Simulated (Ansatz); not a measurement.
Species: CH₆BO₂Si, net charge 0, doublet state. SMILES: C[SiH]B(O)O

Atoms: C1, Si2, B3, O4, O5, H6, H7, H8, H9, H10, H11. Bonds: C1-Si2, C1-H6, C1-H7, C1-H8, Si2-B3, Si2-H9, B3-O4, B3-O5, O4-H10, O5-H11.

Bond lengths (Å) and angles (degrees) optimised at HF/3-21G with Ansatz (a program for electronic structure); PBE/6-31G* with Ansatz; MP2/6-31G* with Ansatz, each started from the B3LYP-D3(BJ)/def2-TZVP structure (Ansatz) of the last column. A row stands for all coordinates that are equal there; 11 of 22 kinds are shown. 6-31G* holds six Cartesian d functions. No wavenumbers were computed at PBE/6-31G*, MP2/6-31G*, so these may be saddle points.

```csv
coordinate,HF/3-21G,PBE/6-31G*,MP2/6-31G*,B3LYP-D3(BJ)/def2-TZVP
C1-Si2,1.923,1.900,1.890,1.881
C1-H6,1.085,1.104,1.094,1.093
C1-H7,1.084,1.102,1.093,1.091
Si2-B3,2.022,2.018,2.019,2.009
Si2-H9,1.497,1.511,1.494,1.490
B3-O4,1.375,1.376,1.371,1.365
B3-O5,1.382,1.384,1.379,1.373
O4-H10,0.967,0.982,0.976,0.967
C1-Si2-B3,116.3,118.5,115.3,117.4
Si2-B3-O4,117.8,117.5,117.0,117.9
Si2-B3-O5,125.0,124.5,125.5,124.3
```

Mean signed difference of all 10 bond lengths from B3LYP-D3(BJ)/def2-TZVP: HF/3-21G 0.006 Å, PBE/6-31G* 0.013 Å, MP2/6-31G* 0.006 Å.
